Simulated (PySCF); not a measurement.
# Electron correlation in Bi²⁺ (bismuth, charge +2)

[Xe] 4f14 5d10 6s2 7s1, 2S determinant (an excited configuration). All numbers are calculated (PySCF 2.14, the spin-free X2C one-electron Hamiltonian (Gaussian nucleus), in x2c-TZVPPall with one added diffuse shell each of s, p, d, f type (12s8p7d4f, 99 functions)). Frozen: [Kr] 4d10 4f14; 21 electrons correlated.

MP2 pair energies summed by pair of shells (mhartree):

```csv
pair,energy,share (%)
5d-5d,-210.16,44.9
5d-6s,-100.86,21.5
5p-5d,-64.75,13.8
6s-6s,-20.70,4.4
5p-5p,-18.79,4.0
5s-5d,-12.72,2.7
5p-6s,-10.68,2.3
5d-7s,-9.12,1.9
6s-7s,-8.84,1.9
5s-5p,-8.02,1.7
5s-5s,-1.69,0.4
5s-6s,-0.90,0.2
5p-7s,-0.80,0.2
5s-7s,-0.07,0.0
```

Total MP2 correlation energy: -468.11 mhartree.

Same-spin part -163.03 and opposite-spin part -305.07 mhartree; SCS-MP2 scales them by 1/3 and 6/5 to -420.43 mhartree.

This basis was not built for core-valence correlation, so the inner-shell part is incomplete.
